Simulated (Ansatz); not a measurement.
The cluster Rb8⁻. Total charge -1; doublet. Geometry PBE/def2-SVPD.

```
atom   x (Å)   y (Å)   z (Å)
 Rb1  -4.298   1.491   0.631
 Rb2  -1.778  -2.089  -1.747
 Rb3   2.282   0.318  -2.277
 Rb4   0.451   2.999   1.133
 Rb5   3.921  -0.169   2.382
 Rb6  -1.861   2.686  -3.217
 Rb7  -0.933  -1.218   2.859
 Rb8   2.215  -4.018   0.237
```

In the def2 sets Rb takes a core potential; there is no spin–orbit coupling. B3LYP takes the VWN-RPA correlation. At PBE/def2-TZVPD, revPBE/def2-TZVPD the highest occupied level of the charge -1 doublet lies above zero (up to 0.08 eV). It is a level of α spin, whose loss leaves a singlet; that state wasn't run at this geometry and level. The electron is either unbound and held by the finite basis, or the level is raised by self-interaction error. At r2SCAN/def2-TZVPD the charge -1 doublet is spin-contaminated (final ⟨S²⟩ up to 1.43, 0.75 for a pure state). The structure comes from a short search, and lower isomers may exist.

Task: Estimate the α-spin orbital energies around the gap (eV) in Ansatz with PBE/def2-TZVPD, revPBE/def2-TZVPD, r2SCAN/def2-TZVPD, B3LYP/def2-TZVPD, PBE0/def2-TZVPD.

Result: 
```csv
orbital,PBE/def2-TZVPD,revPBE/def2-TZVPD,r2SCAN/def2-TZVPD,B3LYP/def2-TZVPD,PBE0/def2-TZVPD
HOMO−5,-13.29,-13.32,-13.98,-14.72,-15.02
HOMO−4,-1.22,-1.17,-1.33,-1.60,-1.80
HOMO−3,-0.62,-0.57,-0.69,-0.87,-1.03
HOMO−2,-0.33,-0.28,-0.40,-0.52,-0.62
HOMO−1,-0.32,-0.27,-0.39,-0.51,-0.60
HOMO,0.06,0.08,-0.09,-0.07,-0.23
LUMO,0.32,0.37,0.39,0.59,0.61
LUMO+1,0.33,0.38,0.40,0.60,0.62
LUMO+2,0.50,0.55,0.52,0.75,0.80
LUMO+3,0.65,0.66,0.58,0.99,0.93
LUMO+4,0.77,0.78,0.81,1.10,1.03
LUMO+5,0.79,0.79,0.86,1.11,1.04
β HOMO,-0.30,-0.25,-0.37,-0.48,-0.58
β LUMO,0.33,0.40,0.44,0.57,0.66
```
